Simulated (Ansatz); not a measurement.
Two isomers of CH3BOS: A = `SC1BO1`, B = `SB1CO1`.

Program: Ansatz. Geometries: PBE0-D4/def2-TZVP. ΔE: electronic, gas phase. CBS: MP2 limit from def2 TZ/QZ plus the TZ coupled-cluster correction, frozen cores. Functionals use def2-TZVPP. B3LYP here is the variant with VWN-RPA as its local correlation; programs differ in this. Each species was taken in one conformer, which may not be the lowest.

Task: Which isomer does CCSD(T)/CBS put lower? Give the gap. (Best estimate.)

Result: Computed: B, by 103.2 kJ/mol.

Task: Give E(B) − E(A) in kJ/mol with ωB97M-V, B2PLYP, CCSD(T)/def2-SVP, MP2/def2-TZVPP, B3LYP-D4, r2SCAN-D4, HF/def2-TZVPP. (An estimate is asked.)

Result: The calculation gave: ωB97M-V -103.7, B2PLYP -105.0, CCSD(T)/def2-SVP -115.7, MP2/def2-TZVPP -106.9, B3LYP-D4 -103.8, r2SCAN-D4 -106.9, HF/def2-TZVPP -110.9. None reverses the order clearly.

Task: Does the order hold for the free energy at 298.15 K (harmonic terms from PBE0-D4)? (Estimate.)

Result: The calculation gave: Yes: G(B) − G(A) = -97.4 kJ/mol, for one conformer each.

Largest T1 diagnostic: 0.016.

From BLYP to BHLYP (50 % exact exchange), in def2-TZVPP and without D4, E(B) − E(A) moves by −7.5 kJ/mol. In def2-TZVPP, CCSD(T) changes the Hartree–Fock value by +4.5 kJ/mol (the triples alone add +1.7 kJ/mol) and MP2 by +4.0 kJ/mol.
